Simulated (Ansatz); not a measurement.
The cluster Mo₃Se₅, relaxed as a singlet with RKS PBE-D4/def2-SVP in Ansatz, starting from the GFN1-xTB geometry. Force threshold 0.03 eV/Å.

In the def2 sets Mo takes a core potential; there is no spin–orbit coupling. The restricted singlet is unstable towards broken spin symmetry in Hartree–Fock (as tested in another run); at PBE-D4/def2-SVP this wasn't settled. The structure comes from a short search, and lower isomers may exist.

Start:

Cartesian coordinates in Å:
```
Mo -1.162 -1.543 0.862
Mo -0.463 0.440 -0.549
Mo 1.718 1.648 -0.803
Se 2.309 3.697 -0.080
Se -2.481 -2.862 -0.435
Se 2.398 0.393 -2.574
Se -0.162 -2.634 2.560
Se -2.157 0.862 1.020
```

```json
{"step": "1", "energy (eV)": "-332235.2170", "largest force component (eV/Å)": "2.361", "SCF passes": "60"}
{"step": "2", "energy (eV)": "-332235.9232", "largest force component (eV/Å)": "1.159", "SCF passes": "52"}
{"step": "3", "energy (eV)": "-332236.4699", "largest force component (eV/Å)": "0.827", "SCF passes": "43"}
{"step": "4", "energy (eV)": "-332236.8872", "largest force component (eV/Å)": "0.946", "SCF passes": "46"}
{"step": "5", "energy (eV)": "-332237.2665", "largest force component (eV/Å)": "0.595", "SCF passes": "46"}
{"step": "6", "energy (eV)": "-332237.4958", "largest force component (eV/Å)": "0.541", "SCF passes": "47"}
{"step": "7", "energy (eV)": "-332237.7287", "largest force component (eV/Å)": "0.544", "SCF passes": "44"}
{"step": "8", "energy (eV)": "-332237.9701", "largest force component (eV/Å)": "0.635", "SCF passes": "42"}
{"step": "9", "energy (eV)": "-332238.2156", "largest force component (eV/Å)": "0.676", "SCF passes": "40"}
{"step": "10", "energy (eV)": "-332238.4188", "largest force component (eV/Å)": "0.704", "SCF passes": "37"}
{"step": "11", "energy (eV)": "-332238.6443", "largest force component (eV/Å)": "0.722", "SCF passes": "36"}
{"step": "12", "energy (eV)": "-332238.8863", "largest force component (eV/Å)": "0.609", "SCF passes": "43"}
{"step": "13", "energy (eV)": "-332239.2314", "largest force component (eV/Å)": "1.084", "SCF passes": "47"}
{"step": "14", "energy (eV)": "-332239.7207", "largest force component (eV/Å)": "0.642", "SCF passes": "42"}
{"step": "15", "energy (eV)": "-332240.1277", "largest force component (eV/Å)": "0.525", "SCF passes": "39"}
{"step": "16", "energy (eV)": "-332240.4837", "largest force component (eV/Å)": "0.622", "SCF passes": "44"}
{"step": "17", "energy (eV)": "-332240.8873", "largest force component (eV/Å)": "0.818", "SCF passes": "42"}
{"step": "18", "energy (eV)": "-332241.0278", "largest force component (eV/Å)": "1.510", "SCF passes": "41"}
{"step": "19", "energy (eV)": "-332241.1331", "largest force component (eV/Å)": "0.475", "SCF passes": "34"}
{"step": "20", "energy (eV)": "-332241.1776", "largest force component (eV/Å)": "0.332", "SCF passes": "34"}
{"step": "21", "energy (eV)": "-332241.1908", "largest force component (eV/Å)": "0.092", "SCF passes": "28"}
{"step": "22", "energy (eV)": "-332241.1937", "largest force component (eV/Å)": "0.070", "SCF passes": "29"}
{"step": "23", "energy (eV)": "-332241.1952", "largest force component (eV/Å)": "0.115", "SCF passes": "29"}
{"step": "24", "energy (eV)": "-332241.1964", "largest force component (eV/Å)": "0.062", "SCF passes": "28"}
{"step": "25 (rejected)", "energy (eV)": "-332241.1961", "largest force component (eV/Å)": "0.046", "SCF passes": "29"}
{"step": "26", "energy (eV)": "-332241.1966", "largest force component (eV/Å)": "0.017", "SCF passes": "30"}
```

Force components are those of the run's own axes.

End:

```
atom    x (Å)    y (Å)    z (Å)
 Mo1  -0.8717  -1.1093   0.8199
 Mo2  -0.7984  -0.4631  -1.3465
 Mo3   1.0166   0.7698   0.2641
 Se4   1.7654   2.8268   0.9054
 Se5  -2.5933  -2.0882  -0.7112
 Se6   1.5430  -0.0445  -1.9808
 Se7   1.4177  -1.1499   1.7243
 Se8  -1.4793   1.2585   0.3248
```

Bonds formed: Mo2–Se5, Mo2–Se6, Mo3–Se7, Mo3–Se8 (atoms count from 1). Metal–metal contacts that move far: Mo1–Mo3 4.61 to 2.72 Å.

No frequencies were taken in this run, so the end may be a saddle point.

It took 6 min on 6 threads of Intel Xeon on a shared host, peak host memory 0.71 GiB.
